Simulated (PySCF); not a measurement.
# Correlation energy of Pb (lead, neutral)

[Xe] 4f14 5d10 6s1 6p3, high-spin 5S determinant (an excited configuration). Calculation: PySCF 2.14, in aug-cc-pwCVTZ-DK3; scalar relativity by spin-free X2C-1e. Frozen: [Kr] 4d10 4f14; 22 electrons correlated.

MP2 pair energies summed by pair of shells (mhartree):

```tsv
pair	energy	share (%)
5d-5d	-285.12	47.6
5p-5d	-118.55	19.8
5d-6p	-66.98	11.2
5p-5p	-32.88	5.5
5d-6s	-27.65	4.6
5s-5d	-21.70	3.6
5s-5p	-16.05	2.7
6p-6p	-10.71	1.8
5p-6p	-6.55	1.1
5p-6s	-4.78	0.8
6s-6p	-3.55	0.6
5s-5s	-2.84	0.5
5s-6p	-0.72	0.1
5s-6s	-0.50	0.1
```

Total MP2 correlation energy: -598.59 mhartree.

Same-spin part -222.47 and opposite-spin part -376.12 mhartree; SCS-MP2 scales them by 1/3 and 6/5 to -525.50 mhartree.

Spin-orbit coupling is strong in this species, so the high-spin LS determinant is a model state.
